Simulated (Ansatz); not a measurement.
`C=C[SiH2]S[SiH](F)F` and `C=C[SiH2]S` differ in one atom or group.

Ansatz, PBE0-D4/def2-TZVP geometries, multiplicity 1. Each molecule was computed in one conformer, which needn't be the lowest.

```csv
property,`C=C[SiH2]S[SiH](F)F`
LUMO energy (ωB97M-V/def2-TZVPP) / eV,1.05
LUMO energy (PBE/def2-TZVPP) / eV,-1.96
size of the dipole moment (PBE/def2-TZVPP) / D,0.95
size of the dipole moment (ωB97M-V/def2-TZVPP) / D,0.97
HOMO–LUMO gap (ωB97M-V/def2-TZVPP) / eV,11.12
HOMO–LUMO gap (B3LYP/def2-TZVPP) / eV,6.47
```

Question: Give the same properties after the change, and the shifts. (An estimate is asked.)

Answer: Computed: 
| property | `C=C[SiH2]S` | shift |
| --- | --- | --- |
| LUMO energy (ωB97M-V/def2-TZVPP) / eV | 1.27 | 0.22 |
| LUMO energy (PBE/def2-TZVPP) / eV | -1.78 | 0.18 |
| size of the dipole moment (PBE/def2-TZVPP) / D | 1.68 | 0.73 |
| size of the dipole moment (ωB97M-V/def2-TZVPP) / D | 1.77 | 0.80 |
| HOMO–LUMO gap (ωB97M-V/def2-TZVPP) / eV | 10.84 | -0.28 |
| HOMO–LUMO gap (B3LYP/def2-TZVPP) / eV | 6.13 | -0.34 |

With PBE0 the HOMO rises by 0.53 eV and the LUMO rises by 0.20 eV, so the gap narrows by about 0.33 eV. PBE moves the HOMO by 0.53 eV and ωB97M-V by 0.50 eV. Dipoles are sizes alone; their direction can turn.

B3LYP here is the variant with VWN-RPA as its local correlation; programs differ in this.
